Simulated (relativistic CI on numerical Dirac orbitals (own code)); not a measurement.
## Cu4+ in a cubic cluster: 2p photoemission with charge transfer

Computed with a charge-transfer multiplet model of a cubic metal-ligand cluster with up to 3 ligand holes, Slater and spin-orbit integrals from Dirac-Coulomb-Breit ions, Slater integrals scaled by 0.9. The ground state mixes d7 with configurations of k ligand holes L, whose averages lie at kΔ + k(k − 1)U_dd/2; a core hole lowers each added d electron by U_cd. 20 K, Lorentzian 0.6 eV and Gaussian 0.8 eV FWHM.

Atomic integrals in eV (Slater integrals scaled, ζ unscaled), ground: F2dd 13.318, F4dd 8.350, zeta_d 0.120; with the core hole: F2dd 14.765, F4dd 9.299, zeta_d 0.162, zeta_core 13.365, F2cd 9.081, G1cd 7.133, G3cd 4.063.

Cluster parameters (eV): Δ = -1, U_dd = 6.6, U_cd = 8.5, 10Dq(ligand) = 0.8, V(eg) = 2.95, V(t2g) = -1.33, final-state hopping factor = 1.

| Case | n_d | d7 | d8L | d9L2 | d10L3 | S |
| --- | --- | --- | --- | --- | --- | --- |
| 10Dq = 0.5 eV | 7.93 | 0.23 | 0.60 | 0.16 | 0.01 | 0.56 |
| 10Dq = 0.8 eV | 7.93 | 0.24 | 0.60 | 0.15 | 0.01 | 0.53 |
| 10Dq = 1.1 eV | 7.91 | 0.25 | 0.60 | 0.15 | 0.01 | 0.52 |
| 10Dq = 1.4 eV | 7.90 | 0.25 | 0.60 | 0.14 | 0.01 | 0.51 |
| 10Dq = 1.7 eV | 7.89 | 0.26 | 0.60 | 0.14 | 0.01 | 0.51 |

Weights, n_d and S are thermal averages at 20 K. Binding energies count from the first peak over 30 % of the highest in each spectrum, which can be another peak from case to case. The parameters are a model scan and need not match a compound or its usual spin state. Peaks in eV (height, largest 100):
- 10Dq = 0.5 eV: 0.0 (100), 8.9 (29), 16.7 (7), 20.8 (44), 29.7 (15)
- 10Dq = 0.8 eV: 0.0 (100), 8.9 (29), 16.7 (7), 20.8 (46), 29.6 (15)
- 10Dq = 1.1 eV: 0.0 (100), 8.9 (30), 16.7 (7), 20.8 (47), 29.6 (15)
- 10Dq = 1.4 eV: 0.0 (100), 8.9 (30), 16.7 (7), 20.7 (48), 29.5 (15)
- 10Dq = 1.7 eV: 0.0 (100), 9.0 (30), 16.8 (7), 20.8 (48), 29.6 (15)

Curve for 10Dq = 0.8 eV (points under 2 left out, the grid thinned):

(E (eV), Intensity): (-3.1, 2.0), (-2.3, 3.7), (-1.5, 9.7), (-0.6, 59.1), (0.2, 93.5), (1.0, 41.0), (1.9, 12.0), (2.7, 7.6), (3.5, 5.8), (4.3, 4.5), (5.1, 4.6), (6.0, 6.0), (6.8, 7.4), (7.6, 9.5), (8.5, 25.0), (9.3, 24.4), (10.1, 14.2), (10.9, 8.4), (11.7, 5.2), (12.6, 3.3), (13.4, 2.2), (14.8, 2.4), (15.7, 5.0), (16.5, 7.1), (17.3, 5.9), (18.1, 3.1), (18.9, 4.6), (19.8, 14.9), (20.6, 44.5), (21.4, 31.9), (22.3, 10.0), (23.1, 8.5), (23.9, 5.2), (24.7, 3.7), (25.5, 3.8), (26.4, 3.3), (27.2, 2.8), (28.0, 3.0), (28.9, 10.1), (29.7, 15.1), (30.5, 9.7), (31.3, 4.3), (32.1, 2.1), (36.4, 4.0), (37.2, 2.3)

For the case 10Dq = 1.1 eV, Δ = -1 eV is smaller than U_dd = 6.6 eV, the charge-transfer side of the Zaanen-Sawatzky-Allen scheme (negative Δ: between configuration averages a ligand hole costs less than the nominal valence; multiplet and field energies can change this for the lowest states). With the core hole the average of the configuration with one ligand hole lies at Δ − U_cd = -9.5 eV before mixing: it lies below the unscreened one, so the lowest final states are mostly screened and the unscreened weight appears at higher binding energy as a satellite.
